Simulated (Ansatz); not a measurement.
This geometry of BrH + H4OSi (8 atoms, charge 0, multiplicity 1) is a first-order saddle point.

Computed with RKS PBE-D4/def2-SVP (Ansatz).

```xyz
8
Properties=species:S:1:pos:R:3
Si 0.120 0.556 -0.186
H 0.471 -0.751 -1.352
H 1.273 1.199 -0.905
H -1.163 1.129 -0.685
O 0.680 0.589 1.374
H -0.104 -1.186 -0.822
Br -1.381 -1.574 0.625
H 0.106 0.038 1.951
```

**Question.** Which two structures does it join? (They come from a converged band through this point; their orientation in space is the band's.)

**Answer.** Bonds broken: Si1–H2, H6–Br7. Bonds formed: Si1–Br7, H2–H6. BrH + H4OSi becomes BrH3OSi + H2.

First end point:

```xyz
8
Properties=species:S:1:pos:R:3
Si 0.389 0.883 -0.389
H 0.444 -0.350 -1.280
H 1.517 1.793 -0.766
H -0.931 1.556 -0.666
O 0.613 0.487 1.225
H -0.631 -1.897 -0.424
Br -1.389 -2.282 0.745
H -0.011 -0.190 1.555
```

Last end point:

```xyz
8
Properties=species:S:1:pos:R:3
Si 0.169 0.317 0.470
H -0.185 -0.856 -2.840
H 1.428 0.244 -0.327
H -0.971 0.924 -0.295
O 0.553 1.185 1.844
H -0.340 -1.360 -2.278
Br -0.479 -1.786 0.952
H -0.175 1.333 2.473
```

**Question.** How far does it lie above each of them?

**Answer.** 1.02 eV above the first and 1.71 eV above the second. This is the barrier of this one path; another mechanism may lie lower. The orbitals stay closed-shell, which can raise the energy where a bond breaks towards radicals; this wasn't checked here.

The run took 2.5 min on 2 threads of Arm Neoverse V2, with other jobs on the host, peak memory 0.13 GiB.
